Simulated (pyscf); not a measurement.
Thermochemistry of product channels of `[OH][Al]` [singlet] + `[OH][SiH3]` on the singlet surface, in eV, from CCSD(T)/def2-TZVPP + ΔMP2(QZVPP) energies (ideal gas, 1 atm, RRHO with modes under 100 cm⁻¹ raised to 100, one conformer, R ln 2 for chiral ones without a mode under 150 cm⁻¹). PySCF, gas phase, ωB97X-D3(BJ)/def2-SVP geometries. MP2 and CC: frozen core, UHF for open shells. ΔMP2 is the change of the MP2 total energy from the triple- to the quadruple-zeta basis.

| products | ΔE | ΔH(298 K) | ΔG(298 K) | ΔG(1200 K) |
|---|---|---|---|---|
| `[OH][Al]([OH])[SiH3]` | -1.26 | -1.25 | -0.84 | +0.30 |
| `[OH][AlH][O][SiH3]` | [?] | -2.36 | -1.92 | [?] |

Some entries are withheld; supply them.


- `[OH][AlH][O][SiH3]`, ΔE: -2.32
- `[OH][AlH][O][SiH3]`, ΔG(1200 K): -0.67

The channel to HO–Al(OH)–SiH₃ turns unfavourable between 298 and 1200 K (ΔG from -0.84 eV to +0.30 eV).

These are energies of the channels, which say nothing of barriers. HO–Al(OH)–SiH₃ lies 0.81 eV over its isomer HO–SiH₂–O–AlH₂ (electronic energy, ωB97M-D3(BJ)/def2-TZVP). The CCSD(T) − MP2 part came from Ansatz, without density fitting, on the same reference.
